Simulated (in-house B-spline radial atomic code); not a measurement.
Computed with a B-spline radial atomic code. Model: two electrons, singlet ground state, non-relativistic, full CI in B-splines with partial waves to l = 8 (at full coupling up to 3e-4 hartree above the limit, correlation up to 0.6 % small), density held at that of full coupling by Lieb maximisation.

W(λ) is the mean repulsion in the state of coupling λ less the Hartree energy of the fixed density. Its start is exact exchange, its initial slope is twice the second-order Görling-Levy correlation energy, and its area from 0 to 1 is E_xc. A straight curve means weak, dynamic correlation, and a curve that drops fast and flattens means strong correlation.

Command:
```bash
python run_ac.py task.json out
```
Settings (lengths in bohr, energies in hartree):
```
potential              coulomb
strength               1.82
lmax                   8
wall_radius            0.601
```

Time taken, with all properties: 1.7 s on 1 thread of Intel(R) Xeon(R) Processor @ 2.30GHz (shared host).

**W = mean repulsion less Hartree energy, and W of three functionals.**

Given: confinement point charge; nuclear charge 1.82; hard wall radius 0.601 bohr; external potential -Z/r.

Computed: PBE exchange minus exact 142.41 millihartree; SCAN exchange minus exact -5.141 millihartree.

```tsv
coupling	W xc (hartree)	W xc minus exchange (millihartree)	kinetic minus Kohn-Sham (millihartree)	LDA (PW92) W minus its exchange (millihartree)	PBE W minus its exchange (millihartree)	SCAN W minus its exchange (millihartree)
0	-3.1587	0	0	0	0	0
0.02	-3.1608	-2.054	0	-14.83	-3.24	-1.95
0.05	-3.1638	-5.124	0.1	-31.49	-8.08	-4.84
0.12	-3.1709	-12.228	0.7	-62.98	-19.21	-11.49
0.25	-3.1839	-25.217	3.1	-109.87	-39.27	-23.53
0.4	-3.1986	-39.88	7.9	-154.68	-61.41	-37.04
0.6	-3.2176	-58.908	17.4	-205.65	-89.42	-54.49
0.8	-3.2361	-77.358	30.3	-250.11	-115.88	-71.36
1	-3.254	-95.251	46.4	-289.96	-140.98	-87.71
1.4	-3.2882	-129.45	87.4	-359.83	-187.66	-118.97
2	?	?	?	?	?	?
3	-3.4065	-247.79	344.1	-566.21	-340.61	-228.48
4.5	-3.4959	-337.15	676.9	-703.83	-451.61	-313.69
7	?	?	?	?	?	?
10	-3.7138	-555.03	2195.1	-1019	-723.16	-536.15
```

Task: What belongs in the row 2?

Result: W xc (hartree): -3.3358; W xc minus exchange (millihartree): -177.07; kinetic minus Kohn-Sham (millihartree): 168.1; LDA (PW92) W minus its exchange (millihartree): -447.82; PBE W minus its exchange (millihartree): -250.48; SCAN W minus its exchange (millihartree): -162.71.

Task: What belongs in the row 7?

Result: W xc (hartree): -3.6117; W xc minus exchange (millihartree): -452.96; kinetic minus Kohn-Sham (millihartree): 1335.5; LDA (PW92) W minus its exchange (millihartree): -872.67; PBE W minus its exchange (millihartree): -594.64; SCAN W minus its exchange (millihartree): -428.96.

Task: What is the LDA exchange minus exact?

Result: 445.73 millihartree.

**Energy parts, natural occupations and partial-wave weights.**

Computed: exchange energy -3.1587 hartree; correlation energy -0.048862 hartree; kinetic part of the DFT correlation energy 0.046389 hartree; initial slope twice GL2 -0.10285 hartree; kinetic part over minus potential part 0.48701; Kohn-Sham kinetic 28.009 hartree; Lieb Oxford ratio E_xc over LDA exchange 1.1823.

| natural | occupation of the shell (electrons) |
| --- | --- |
| s | 1.9978 |
| p | 0.0019345 |
| d | 9.7789e-05 |
| s | 9.4056e-05 |
| p | ? |
| f | 1.3455e-05 |

Task: What belongs in the row p?

Result: occupation of the shell (electrons): 1.5565e-05.

```csv
wave,weight
s,0.99896
p,0.00097543
d,5.0785e-05
f,?
g,1.705e-06
```

Task: What belongs in the row f?

Result: weight: 7.2683e-06.

Task: What is the Hartree energy?

Result: 6.3174 hartree.

Task: What is the total energy?

Result: 14.8664 hartree.

Half-way to full coupling W has made 52 % of its drop, against 50 % for a straight line, and second-order (GL2) theory, half the initial slope, overshoots the correlation energy by about 5 %: correlation is weak here. Over couplings 0 to 1 the errors in E_xc come to about +324 millihartree for LDA, +117 millihartree for PBE, -1.5 millihartree for SCAN, so SCAN is nearest. In LDA and PBE and SCAN the errors of exchange and correlation have opposite signs, so the sum is smaller than the larger of the two.
